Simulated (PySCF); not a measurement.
PySCF input (HF/def2-TZVPD):

```python
from pyscf import gto, scf, dft

mol = gto.M(
    atom='''
    B     0.05267762   -0.88230212    0.29082763
    C     1.43060626   -1.60017266    0.19321460
    C    -1.24280107   -1.54539280    0.84363811
    Br   -0.05770120    0.96644249   -0.31856228
    H     2.28985822   -0.93253027    0.24631171
    H     1.47121984   -2.08767863   -0.79070234
    H     1.53546213   -2.39699447    0.93354061
    H    -1.26563463   -1.35568593    1.92571667
    H    -1.23523727   -2.63149802    0.72396934
    H    -2.16634543   -1.13619635    0.43558947
    ''',
    basis='def2-tzvpd',
    charge=0,
    spin=0,
    verbose=4,
)

mf = scf.RHF(mol).density_fit(auxbasis='def2-universal-jkfit')
mf.conv_tol = 1e-9
mf.max_cycle = 100
mf.max_memory = 1500
mf.kernel()
if not mf.converged:
    mf = mf.newton()
    mf.kernel(mf.make_rdm1())
mf.analyze()
```

Output:

```
PySCF version 2.14.0

[INPUT] verbose = 4
[INPUT] num. atoms = 10
[INPUT] num. electrons = 58
[INPUT] charge = 0
[INPUT] spin (= nelec alpha-beta = 2S) = 0
[INPUT] symmetry False subgroup None
[INPUT] Mole.unit = angstrom
[INPUT] Symbol           X                Y                Z      unit          X                Y                Z       unit  Magmom
[INPUT]  1 B      0.052677620000  -0.882302120000   0.290827630000 AA    0.099546274694  -1.667309365923   0.549584570156 Bohr   0.0
[INPUT]  2 C      1.430606260000  -1.600172660000   0.193214600000 AA    2.703454023488  -3.023888079417   0.365122677267 Bohr   0.0
[INPUT]  3 C     -1.242801070000  -1.545392800000   0.843638110000 AA   -2.348553649616  -2.920369146875   1.594244976146 Bohr   0.0
[INPUT]  4 Br    -0.057701200000   0.966442490000  -0.318562280000 AA   -0.109039465059   1.826311621243  -0.601995462817 Bohr   0.0
[INPUT]  5 H      2.289858220000  -0.932530270000   0.246311710000 AA    4.327204899884  -1.762226813167   0.465461673173 Bohr   0.0
[INPUT]  6 H      1.471219840000  -2.087678630000  -0.790702340000 AA    2.780202566626  -3.945140846807  -1.494210868653 Bohr   0.0
[INPUT]  7 H      1.535462130000  -2.396994470000   0.933540610000 AA    2.901602900341  -4.529663070397   1.764136079059 Bohr   0.0
[INPUT]  8 H     -1.265634630000  -1.355685930000   1.925716670000 AA   -2.391702824465  -2.561875118626   3.639077099809 Bohr   0.0
[INPUT]  9 H     -1.235237270000  -2.631498020000   0.723969340000 AA   -2.334260139155  -4.972810555135   1.368103775182 Bohr   0.0
[INPUT] 10 H     -2.166345430000  -1.136196350000   0.435589470000 AA   -4.093799553903  -2.147099925230   0.823144801044 Bohr   0.0

nuclear repulsion = 214.523884102671
number of shells = 88
number of NR pGTOs = 334
number of NR cGTOs = 222
basis = def2-tzvpd
ecp = {}

******** <class 'pyscf.df.df_jk.DFRHF'> ********
method = DFRHF
initial guess = minao
damping factor = 0
level_shift factor = 0
DIIS = <class 'pyscf.scf.diis.CDIIS'>
diis_start_cycle = 1
diis_space = 8
diis_damp = 0
SCF conv_tol = 1e-09
SCF conv_tol_grad = None
SCF max_cycles = 100
direct_scf = False
Set gradient conv threshold to 3.16228e-05
Initial guess from minao.
******** <class 'pyscf.df.df.DF'> ********
auxbasis = def2-universal-jkfit
init E= -2675.79354751833
  HOMO = -0.319383174367427  LUMO = 0.0307227742613457  gap/eV = 9.52687
cycle= 1 E= -2676.37293078875  delta_E= -0.579  |g|= 0.359  |ddm|= 2.27
  HOMO = -0.383953140392885  LUMO = 0.0395506569354147  gap/eV = 11.52413
cycle= 2 E= -2676.41695756076  delta_E= -0.044  |g|= 0.132  |ddm|= 0.639
  HOMO = -0.395707640189939  LUMO = 0.0434322529791906  gap/eV = 11.94961
cycle= 3 E= -2676.42234121055  delta_E= -0.00538  |g|= 0.0519  |ddm|= 0.191
  HOMO = -0.398662661817548  LUMO = 0.0430018309334628  gap/eV = 12.01830
cycle= 4 E= -2676.42333133949  delta_E= -0.00099  |g|= 0.0105  |ddm|= 0.0695
  HOMO = -0.397892235429704  LUMO = 0.0431181133393217  gap/eV = 12.00050
cycle= 5 E= -2676.4233748261  delta_E= -4.35e-05  |g|= 0.00292  |ddm|= 0.0172
  HOMO = -0.397654786404228  LUMO = 0.0431308517372919  gap/eV = 11.99439
cycle= 6 E= -2676.42338050376  delta_E= -5.68e-06  |g|= 0.000881  |ddm|= 0.00791
  HOMO = -0.397918483066587  LUMO = 0.0431201348160037  gap/eV = 12.00127
cycle= 7 E= -2676.42338105987  delta_E= -5.56e-07  |g|= 0.000279  |ddm|= 0.00223
[...]
cycle= 10 E= -2676.42338112517  delta_E= -3.23e-10  |g|= 6.09e-06  |ddm|= 5.74e-05
  HOMO = -0.397882298488741  LUMO = 0.0431204822293445  gap/eV = 12.00030
Extra cycle  E= -2676.42338112519  delta_E= -1.96e-11  |g|= 2.81e-06  |ddm|= 1.21e-05
converged SCF energy = -2676.42338112519
**** SCF Summaries ****
Total Energy =                       -2676.423381125185188
Nuclear Repulsion Energy =             214.523884102670934
One-electron Energy =                -4149.360307434672904
Two-electron Energy =                 1258.413042206816954
Two-electron Coulomb Energy =         1364.541907923689905
DFT Exchange-Correlation Energy =     -106.128865716872951
HOMO-LUMO gap [eV] =                    12.000296902013240
**** MO energy ****
MO #1   energy= -490.003602304145  occ= 2
MO #2   energy= -65.1459490495093  occ= 2
MO #3   energy= -58.5006935229412  occ= 2
MO #4   energy= -58.5002868170803  occ= 2
MO #5   energy= -58.4999828067487  occ= 2
MO #6   energy= -11.2080946063439  occ= 2
MO #7   energy= -11.2080838165331  occ= 2
MO #8   energy= -9.8189263840672   occ= 2
MO #9   energy= -7.65238714275798  occ= 2
MO #10  energy= -7.42913100465552  occ= 2
MO #11  energy= -7.42617215907822  occ= 2
MO #12  energy= -7.42492733166927  occ= 2
MO #13  energy= -3.17101487194464  occ= 2
MO #14  energy= -3.16965299405254  occ= 2
MO #15  energy= -3.16812251656996  occ= 2
MO #16  energy= -3.16454951784321  occ= 2
MO #17  energy= -3.16442640343418  occ= 2
MO #18  energy= -1.02516852164366  occ= 2
MO #19  energy= -0.964533188400241 occ= 2
MO #20  energy= -0.943448067100337 occ= 2
MO #21  energy= -0.631363261472465 occ= 2
MO #22  energy= -0.590544907068704 occ= 2
MO #23  energy= -0.574956637388986 occ= 2
MO #24  energy= -0.564808283027923 occ= 2
MO #25  energy= -0.546098799165412 occ= 2
MO #26  energy= -0.493063822721993 occ= 2
MO #27  energy= -0.460093646836121 occ= 2
MO #28  energy= -0.41913961620502  occ= 2
MO #29  energy= -0.397882298488741 occ= 2
MO #30  energy= 0.0431204822293445 occ= 0
MO #31  energy= 0.0677729911864362 occ= 0
MO #32  energy= 0.0708445079321968 occ= 0
MO #33  energy= 0.073275172279069  occ= 0
MO #34  energy= 0.0981517118290322 occ= 0
MO #35  energy= 0.102760012793171  occ= 0
MO #36  energy= 0.105802035147429  occ= 0
MO #37  energy= 0.133261184540663  occ= 0
MO #38  energy= 0.140391791814675  occ= 0
MO #39  energy= 0.152750634668199  occ= 0
MO #40  energy= 0.165006943317978  occ= 0
MO #41  energy= 0.180163707866446  occ= 0
MO #42  energy= 0.184526827498154  occ= 0
MO #43  energy= 0.193437367582494  occ= 0
MO #44  energy= 0.19662747928354   occ= 0
MO #45  energy= 0.215696046160858  occ= 0
MO #46  energy= 0.217384652290698  occ= 0
MO #47  energy= 0.229864897340149  occ= 0
MO #48  energy= 0.249290341912882  occ= 0
MO #49  energy= 0.259926987054823  occ= 0
MO #50  energy= 0.265992798749464  occ= 0
MO #51  energy= 0.274500095522647  occ= 0
MO #52  energy= 0.285796758473208  occ= 0
MO #53  energy= 0.28982142424804   occ= 0
MO #54  energy= 0.303299295220611  occ= 0
MO #55  energy= 0.308747614655995  occ= 0
MO #56  energy= 0.313912586751264  occ= 0
MO #57  energy= 0.318600412218159  occ= 0
MO #58  energy= 0.324025444902836  occ= 0
MO #59  energy= 0.335088682164114  occ= 0
MO #60  energy= 0.337035812278894  occ= 0
MO #61  energy= 0.353977608061009  occ= 0
MO #62  energy= 0.368095664367603  occ= 0
MO #63  energy= 0.369537473570195  occ= 0
MO #64  energy= 0.39290964821747   occ= 0
MO #65  energy= 0.396562339955116  occ= 0
MO #66  energy= 0.403657192014939  occ= 0
MO #67  energy= 0.415183827595017  occ= 0
MO #68  energy= 0.421732605952842  occ= 0
MO #69  energy= 0.424878086913874  occ= 0
MO #70  energy= 0.435606739067237  occ= 0
MO #71  energy= 0.449544346629469  occ= 0
MO #72  energy= 0.454877818630597  occ= 0
MO #73  energy= 0.459076449014478  occ= 0
MO #74  energy= 0.468956949278302  occ= 0
MO #75  energy= 0.474665555372583  occ= 0
MO #76  energy= 0.483414802011041  occ= 0
MO #77  energy= 0.488152395967447  occ= 0
MO #78  energy= 0.494789037095113  occ= 0
MO #79  energy= 0.499391428402978  occ= 0
MO #80  energy= 0.500743844345463  occ= 0
MO #81  energy= 0.50747419968093   occ= 0
MO #82  energy= 0.519280511360308  occ= 0
MO #83  energy= 0.53804236356612   occ= 0
MO #84  energy= 0.568431809772713  occ= 0
MO #85  energy= 0.581022741526491  occ= 0
MO #86  energy= 0.585418940566384  occ= 0
MO #87  energy= 0.599812486765675  occ= 0
MO #88  energy= 0.600278207295893  occ= 0
MO #89  energy= 0.630442676448791  occ= 0
MO #90  energy= 0.646963669895494  occ= 0
MO #91  energy= 0.65288253145705   occ= 0
MO #92  energy= 0.655611142144571  occ= 0
MO #93  energy= 0.672239400625087  occ= 0
MO #94  energy= 0.682224372016059  occ= 0
MO #95  energy= 0.703357931430852  occ= 0
MO #96  energy= 0.724408518658787  occ= 0
MO #97  energy= 0.727190385948999  occ= 0
MO #98  energy= 0.753660994762274  occ= 0
MO #99  energy= 0.78878086895913   occ= 0
MO #100 energy= 0.819236077346506  occ= 0
MO #101 energy= 0.830896663639163  occ= 0
MO #102 energy= 0.841363054906387  occ= 0
MO #103 energy= 0.858306498337644  occ= 0
MO #104 energy= 0.858701373016709  occ= 0
MO #105 energy= 0.866611842864311  occ= 0
MO #106 energy= 0.877884449019004  occ= 0
MO #107 energy= 0.918068660837387  occ= 0
[...]
```
